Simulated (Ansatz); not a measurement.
Reaction (atomization): `CC([SeH])[TeH]` → 2 C• + 6 H• + Se• + Te•

Isolated molecules relaxed with PBE0-D4/def2-TZVP in Ansatz; ΔE leaves out vibrations. CCSD(T)/CBS is the MP2 limit (def2-TZVPP, def2-QZVPP) plus CCSD(T) − MP2 in def2-TZVPP, frozen cores. This one scheme is used for every species, atoms too. DFT in def2-TZVPP. B3LYP here is the variant with VWN-RPA as its local correlation; programs differ in this. HSE06 is defined as in plane-wave codes. No spin–orbit coupling; open shells (•) take unrestricted orbitals. Spin–orbit coupling would lower the free atoms: a little for C; clearly for Se; strongly for Te. Elements past krypton have def2 core potentials. Bonds to Se, Te are less sure, by a few kJ/mol each and by 10 to 20 or more in all where they break to atoms, as the def2 sets lack core-valence functions. Scalar relativity is left out up to krypton. Each species was taken in one conformer, which may not be the lowest.

```
             level  ΔE (eV)  difference from CCSD(T)/CBS
       LDA (SPW92)    38.67                         4.90
            PBE-D4    34.19                         0.42
         revPBE-D4    33.42                        -0.35
           BLYP-D4    33.42                        -0.35
         r2SCAN-D4    33.52                        -0.25
            B97M-V    33.52                        -0.25
           PBE0-D4    33.62                        -0.15
        r2SCANh-D4    33.33                        -0.44
        r2SCAN0-D4    33.06                        -0.71
          HSE06-D4    33.63                        -0.14
          BHLYP-D4    32.53                        -1.24
      CAM-B3LYP-D4    33.43                        -0.34
           ωB97X-V    33.56                        -0.21
           ωB97M-V    33.37                        -0.40
            B2PLYP    33.02                        -0.75
          PBE-QIDH    33.30                        -0.47
            revPBE    32.63                        -1.14
              BLYP    32.80                        -0.97
            r2SCAN    33.46                        -0.31
              PBE0    33.38                        -0.39
             B3LYP    33.02                        -0.75
           r2SCANh    33.26                        -0.51
           r2SCAN0    32.99                        -0.78
             HSE06    33.40                        -0.37
         CAM-B3LYP    33.18                        -0.59
           LC-ωPBE    32.94                        -0.83
       HF/def2-SVP    23.71                       -10.06
      MP2/def2-SVP    31.57                        -2.20
     CCSD/def2-SVP    31.10                        -2.67
  CCSD(T)/def2-SVP    31.50                        -2.27
     HF/def2-TZVPP    23.56                       -10.21
    MP2/def2-TZVPP    33.04                        -0.73
SCS-MP2/def2-TZVPP    32.92                        -0.85
   CCSD/def2-TZVPP    32.19                        -1.58
CCSD(T)/def2-TZVPP    32.78                        -0.99
     HF/def2-QZVPP    23.59                       -10.18
    MP2/def2-QZVPP    33.62                        -0.15
      HF/CBS(def2)    23.59                       -10.18
     MP2/CBS(def2)    34.03                         0.26
    CCSD/CBS(def2)    33.18                        -0.59
       CCSD(T)/CBS    33.77                            0
```

Largest T1 diagnostic among the species: 0.010.

In def2-TZVPP, CCSD(T) changes the Hartree–Fock value by +9.22 eV (the triples alone add +0.59 eV) and MP2 by +9.48 eV; breaking electron pairs costs correlation energy, which Hartree–Fock lacks. At CCSD(T), def2-SVP lies −2.26 eV from the extrapolated value and def2-TZVPP −0.99 eV: correlation converges slowly with the basis, and small sets miss more of it in the bonded molecule than in its fragments.

For atomizations the MP2-based limit and the directly extrapolated one differ by several kJ/mol either way, and by 10 to 25 for some Ge, Se and Sn compounds, so smaller differences from it don't rank the levels.
